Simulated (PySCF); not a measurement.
C₃H₃ (SMILES [C]#CC), doublet, at a GFN2-xTB geometry; PBE/pcseg-1 in PySCF.

PySCF was given this input:
```python
from pyscf import gto, scf, dft

mol = gto.Mole()
mol.atom = '''
    C     0.00175930   -0.00079138    0.33446282
    C     0.00804284   -0.00361788    1.52903105
    C    -0.00590540    0.00265640   -1.12268107
    H     0.03996787    1.03022063   -1.47944750
    H     0.85747672   -0.55120368   -1.48748952
    H    -0.92082503   -0.46849982   -1.47793980
'''
mol.basis = 'pcseg-1'
mol.spin = 1
mol.verbose = 4
mol.build()

mf = dft.UKS(mol)
mf.xc = 'pbe'
mf.kernel()
mo_i, mo_e, stable_i, stable_e = mf.stability(internal=True, external=False, return_status=True, nroots=6, tol=1e-6)
print('internally stable:', stable_i, ' externally stable:', stable_e)
if not stable_i:
    umf = mf.copy()
    umf.scf_summary = {}
    umf.kernel(umf.make_rdm1(mo_i, mf.mo_occ))
```

The log (banner, timings and long lists left out):

```
PySCF version 2.14.0

[INPUT] verbose = 4
[INPUT] num. atoms = 6
[INPUT] num. electrons = 21
[INPUT] charge = 0
[INPUT] spin (= nelec alpha-beta = 2S) = 1
[INPUT] symmetry False subgroup None
[INPUT] Mole.unit = angstrom
[INPUT] Symbol           X                Y                Z      unit          X                Y                Z       unit  Magmom
[INPUT]  1 C      0.001759300000  -0.000791380000   0.334462820000 AA    0.003324595171  -0.001495491460   0.632043128650 Bohr   0.0
[INPUT]  2 C      0.008042840000  -0.003617880000   1.529031050000 AA    0.015198764864  -0.006836802352   2.889449920456 Bohr   0.0
[INPUT]  3 C     -0.005905400000   0.002656400000  -1.122681070000 AA   -0.011159588656   0.005019868477  -2.121559747534 Bohr   0.0
[INPUT]  4 H      0.039967870000   1.030220630000  -1.479447500000 AA    0.075528328082   1.946834838577  -2.795750590672 Bohr   0.0
[INPUT]  5 H      0.857476720000  -0.551203680000  -1.487489520000 AA    1.620396158990  -1.041623994052  -2.810947805961 Bohr   0.0
[INPUT]  6 H     -0.920825030000  -0.468499820000  -1.477939800000 AA   -1.740107115344  -0.885336349208  -2.792901450594 Bohr   0.0

nuclear repulsion = 53.4043297043073
number of shells = 15
number of NR pGTOs = 96
number of NR cGTOs = 57
basis = pcseg-1
ecp = {}

******** <class 'pyscf.dft.uks.UKS'> ********
method = UKS
initial guess = minao
damping factor = 0
level_shift factor = 0
DIIS = <class 'pyscf.scf.diis.CDIIS'>
diis_start_cycle = 1
diis_space = 8
diis_damp = 0
SCF conv_tol = 1e-09
SCF conv_tol_grad = None
SCF max_cycles = 50
direct_scf = True
direct_scf_tol = 1e-13
number electrons alpha = 11  beta = 10
XC library pyscf.dft.libxc version 7.1.2
    S. Lehtola, C. Steigemann, M. J. T. Oliveira, and M. A. L. Marques,  SoftwareX 7, 1–5 (2018)
XC functionals = pbe
    J. P. Perdew, K. Burke, and M. Ernzerhof,  Phys. Rev. Lett. 77, 3865 (1996)
    J. P. Perdew, K. Burke, and M. Ernzerhof,  Phys. Rev. Lett. 78, 1396 (1997)
    J. P. Perdew, K. Burke, and M. Ernzerhof,  Phys. Rev. Lett. 77, 3865 (1996)
    J. P. Perdew, K. Burke, and M. Ernzerhof,  Phys. Rev. Lett. 78, 1396 (1997)
radial grids:
    Treutler-Ahlrichs [JCP 102, 346 (1995); DOI:10.1063/1.469408] (M4) radial grids

becke partition: Becke, JCP 88, 2547 (1988); DOI:10.1063/1.454033
pruning grids: <function nwchem_prune>
grids dens level: 3
symmetrized grids: False
atomic radii adjust function: <function treutler_atomic_radii_adjust>
small_rho_cutoff = 0
Set gradient conv threshold to 3.16228e-05
tot grids = 71784
init E= -115.989835582585

cycle= 1 E= -115.70339645281  delta_E= 0.286  |g|= 0.293  |ddm|= 2.04

cycle= 2 E= -115.468267075794  delta_E= 0.235  |g|= 0.659  |ddm|= 1.11
cycle= 3 E= -115.695730311334  delta_E= -0.227  |g|= 0.309  |ddm|= 1.12
cycle= 4 E= -115.746731853732  delta_E= -0.051  |g|= 0.0811  |ddm|= 0.249
cycle= 5 E= -115.750562642389  delta_E= -0.00383  |g|= 0.0186  |ddm|= 0.121
cycle= 6 E= -115.750708217977  delta_E= -0.000146  |g|= 0.00928  |ddm|= 0.0215
cycle= 7 E= -115.750756237356  delta_E= -4.8e-05  |g|= 0.00211  |ddm|= 0.00931
cycle= 8 E= -115.750759907852  delta_E= -3.67e-06  |g|= 0.000511  |ddm|= 0.00372
cycle= 9 E= -115.750760372433  delta_E= -4.65e-07  |g|= 0.000192  |ddm|= 0.00147
cycle= 10 E= -115.750760441253  delta_E= -6.88e-08  |g|= 4.07e-05  |ddm|= 0.000705
cycle= 11 E= -115.750760444275  delta_E= -3.02e-09  |g|= 6.26e-06  |ddm|= 0.000151
cycle= 12 E= -115.750760444347  delta_E= -7.25e-11  |g|= 3.7e-06  |ddm|= 2.51e-05
Extra cycle  E= -115.750760444356  delta_E= -8.81e-12  |g|= 3.65e-06  |ddm|= 1.1e-05
converged SCF energy = -115.750760444356  <S^2> = 0.76936288  2S+1 = 2.01927
uhf_internal: lowest eigs of H = [0.01861414 0.01861905 0.31057651 0.37632095 0.376322   0.39791806]
<class 'pyscf.dft.uks.UKS'> wavefunction is stable in the internal stability analysis
internally stable: True  externally stable: None
```
